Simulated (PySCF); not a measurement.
In(H)(F)(NH2) (FH3InN), SMILES [NH2][InH][F].

The structure is a stationary point at B3LYP-D3(BJ)/def2-TZVP. The def2 effective core potentials stand for the cores of In; spin–orbit coupling is left out. One conformer was computed; it need not be the lowest.

All values below come from TDA-M06-2X/def2-SVPD run with PySCF 2.14.0.

Vertical excitations. The molecule is in vacuum.

Computed lowest excited states:
```json
[
 {"state": "S1", "energy (eV)": "5.55", "λ (nm)": "223", "f": "0.063", "main pairs": "HOMO→LUMO+1 82 %"},
 {"state": "S2", "energy (eV)": "5.86", "λ (nm)": "212", "f": "0.065", "main pairs": "HOMO→LUMO 85 %"},
 {"state": "S3", "energy (eV)": "6.78", "λ (nm)": "183", "f": "0.005", "main pairs": "HOMO→LUMO+2 91 %"},
 {"state": "S4", "energy (eV)": "6.96", "λ (nm)": "178", "f": "0.051", "main pairs": "HOMO−1→LUMO 90 %"},
 {"state": "S5", "energy (eV)": "7.38", "λ (nm)": "168", "f": "0.021", "main pairs": "HOMO→LUMO+3 63 %, HOMO→LUMO+4 18 %"},
 {"state": "S6", "energy (eV)": "7.77", "λ (nm)": "159", "f": "0.113", "main pairs": "HOMO−2→LUMO 45 %, HOMO−1→LUMO+1 20 %, HOMO−1→LUMO+2 10 %"},
 {"state": "S7", "energy (eV)": "7.83", "λ (nm)": "158", "f": "0.080", "main pairs": "HOMO−2→LUMO 41 %, HOMO−1→LUMO+2 14 %, HOMO−1→LUMO+1 13 %, HOMO−4→LUMO 8 %"},
 {"state": "S8", "energy (eV)": "8.04", "λ (nm)": "154", "f": "0.021", "main pairs": "HOMO−3→LUMO 49 %, HOMO−2→LUMO+1 13 %, HOMO−3→LUMO+2 13 %, HOMO−3→LUMO+1 10 %"},
 {"state": "S9", "energy (eV)": "8.14", "λ (nm)": "152", "f": "0.002", "main pairs": "HOMO→LUMO+4 57 %, HOMO→LUMO+3 14 %"},
 {"state": "S10", "energy (eV)": "8.23", "λ (nm)": "151", "f": "0.050", "main pairs": "HOMO−4→LUMO 76 %"},
 {"state": "T1", "energy (eV)": "4.71", "λ (nm)": "263", "f": "0", "main pairs": "HOMO→LUMO 83 %"},
 {"state": "T2", "energy (eV)": "5.23", "λ (nm)": "237", "f": "0", "main pairs": "HOMO→LUMO+1 78 %"},
 {"state": "T3", "energy (eV)": "6.29", "λ (nm)": "197", "f": "0", "main pairs": "HOMO−1→LUMO 58 %, HOMO−1→LUMO+1 21 %"},
 {"state": "T4", "energy (eV)": "6.56", "λ (nm)": "189", "f": "0", "main pairs": "HOMO−1→LUMO+1 47 %, HOMO−1→LUMO 34 %"}
]
```
Triplets are in the Tamm–Dancoff approximation.
